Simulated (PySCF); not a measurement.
BaF, SMILES [F][Ba+], charge +1.

Coordinates come from a PBE0-D3(BJ)/def2-TZVPD optimisation. The spin state was assumed, not searched. The def2 effective core potentials stand for the cores of Ba; spin–orbit coupling is left out.

Level of theory: M06-2X/def2-TZVPD run with PySCF.

Gas-phase values at a fixed geometry.

The total energy is -125.15167 hartree, the point group comes out as C∞v and the highest occupied level is -16.11 eV. The lowest empty level comes out as -5.87 eV. The orbital gap is 10.24 eV. The dipole moment about the centre of nuclear charge is 6.72 D, the mean static polarisability is 20.0 bohr³ (2.97 Å³) and the polarisability, principal values is 16.4, 16.4, 27.4 bohr³.
